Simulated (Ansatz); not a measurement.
Coupled-cluster run, CH6AlNSSi (`C[Si]1(N)[AlH][S]1`).

```yaml
crystal:
  periodic: [false, false, false]
  atoms:
    - {symbol: C, position_ang: [-1.157955, 0.439214, 1.104621]}
    - {symbol: Si, position_ang: [0.154846, -0.114530, -0.099751]}
    - {symbol: N, position_ang: [1.658315, 0.131940, 0.680595]}
    - {symbol: Al, position_ang: [-0.160081, -1.349565, -2.041944]}
    - {symbol: S, position_ang: [-0.145708, 0.826122, -2.086468]}
    - {symbol: H, position_ang: [-0.998443, 1.487648, 1.375895]}
    - {symbol: H, position_ang: [-1.125093, -0.161913, 2.016160]}
    - {symbol: H, position_ang: [-2.150573, 0.354509, 0.661330]}
    - {symbol: H, position_ang: [1.772231, 0.894382, 1.330664]}
    - {symbol: H, position_ang: [2.527180, -0.100346, 0.229196]}
    - {symbol: H, position_ang: [-0.309318, -2.464561, -3.149698]}
basis:
  gaussian: {orbitals: def2-TZVPP}
correlation: {method: ccsd_t}
```

```sh
$ ansatz run in.yaml --threads 4 --pin off --events-out ev --progress --plain --max-ram 10444MiB
```

Output of Ansatz, abridged:

```
Functional definition: HF
1574 factors; integrals over basis functions are off by at most 1.3e-3 eV
mean field evaluation 1: about -27868.8094 eV, gradient 4.2e1 eV
mean field evaluation 2: about -27869.1274 eV, gradient 4.2e1 eV
mean field evaluation 4: about -27873.7070 eV, gradient 3.9e0 eV
mean field evaluation 8: about -27873.7892 eV, gradient 3.1e-1 eV
mean field evaluation 16: about -27873.7897 eV, gradient 1.7e-6 eV
mean field -27873.78974512 eV, -1024.3428795998 hartree, gradient 1.7e-6 eV, S^2 0.000000; 0 other end points of the search recorded, 0 dependent functions left out
17 core orbitals not correlated: weight in the atoms' cores, before any rotation towards them, 1.000 or more for the frozen orbitals, at most 0.000 for the correlated occupied ones
reference -27873.78974512 eV, -1024.3428795998 hartree; 14, 14 occupied and 241, 241 virtual orbitals, 1574 factors
second order -20.53415896 eV of doubles, -0.00000000 eV of singles
cycle   1  -21.26126640 eV  change   -7.3e-1 eV  update   1.0e-1
cycle   2  -21.79140351 eV  change   -5.3e-1 eV  update   3.2e-2
cycle   3  -21.89978206 eV  change   -1.1e-1 eV  update   1.7e-2
cycle   4  -21.88839511 eV  change    1.1e-2 eV  update   4.9e-3
cycle   5  -21.88718146 eV  change    1.2e-3 eV  update   2.6e-3
cycle   6  -21.88748312 eV  change   -3.0e-4 eV  update   9.1e-4
cycle   7  -21.88721685 eV  change    2.7e-4 eV  update   4.0e-4
cycle   8  -21.88720905 eV  change    7.8e-6 eV  update   1.4e-4
cycle   9  -21.88727525 eV  change   -6.6e-5 eV  update   5.4e-5
cycle  10  -21.88726277 eV  change    1.2e-5 eV  update   2.1e-5
perturbative correction -1.00411574 eV, -0.0369005727 hartree
Total energy: -27896.68112363 eV, -1025.1841222436 hartree
```

Hardware: 4 threads of an Arm Neoverse V1 on a shared host. Wall time 2.7 min, peak host memory 6.5 GiB.

Correlation energy per correlated electron: -0.818 eV. T1 diagnostic: 0.0133.
